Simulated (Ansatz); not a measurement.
Consider the formal loss of a carbene: `B[NH][GaH][CH3]` → `B[NH][GaH2]` + `[CH2]` (triplet).

Calculated with Ansatz (gas phase, PBE0-D4/def2-TZVP geometries, no zero-point term in ΔE). CCSD(T)/CBS is the MP2 limit (def2-TZVPP, def2-QZVPP) plus CCSD(T) − MP2 in def2-TZVPP, frozen cores. This one scheme is used for every species. DFT in def2-TZVPP. Triplets are unrestricted, without spin–orbit coupling. For Ga outer-core shells are correlated without core-valence functions, which leaves a few kJ/mol of doubt a bond. Scalar relativity is left out up to krypton. One conformer a species, not always the lowest.

`B[NH][GaH][CH3]`:

Cartesian coordinates in Å:
```
B -0.145 -0.919 1.710
N 0.782 -1.015 0.670
Ga 0.744 -0.031 -0.912
C -0.717 1.246 -1.143
H -1.060 -0.146 1.607
H -0.033 -1.597 2.696
H 1.537 -1.676 0.792
H 1.920 -0.345 -1.901
H -1.679 0.739 -1.038
H -0.670 2.010 -0.365
H -0.679 1.734 -2.117
```

`B[NH][GaH2]`:

```xyz
8

B    -0.120    1.411   -0.042
N    -0.217    0.114   -0.558
Ga    0.238   -1.435    0.353
H    -0.438    2.357   -0.710
H     0.287    1.560    1.078
H    -0.563    0.020   -1.503
H     0.765   -1.250    1.806
H     0.048   -2.778   -0.423
```

`[CH2]` (triplet):

Z-matrix (Å, degrees):
```
C
H 1 1.079
H 1 1.079 2 134.9
```

CCSD(T)/CBS gives +4.94 eV.

Task: Another level gave +4.65 eV. Which?
A. CCSD(T)/def2-TZVPP
B. r2SCAN0/def2-TZVPP
C. r2SCANh-D4/def2-TZVPP
D. RPA@PBE/def2-TZVPP

Result: C. r2SCANh-D4 4.65, RPA@PBE/def2-TZVPP 4.70, r2SCAN0 4.60, CCSD(T)/def2-TZVPP 4.80 eV.

Largest T1 diagnostic among the species: 0.013.

The D4 term adds +0.10 eV with B3LYP and +0.06 eV with PBE0; it sums over pairs of atoms, weighted by their polarisabilities, and B3LYP, whose exchange is more repulsive, gets the larger term. From BLYP to BHLYP (50 % exact exchange), in def2-TZVPP and without D4, ΔE moves by −0.08 eV.

CCSD(T)/CBS has its own doubt, a few kJ/mol and more with outer-core shells, so smaller differences from it don't rank the levels.

B3LYP here is the variant with VWN-RPA as its local correlation; programs differ in this.
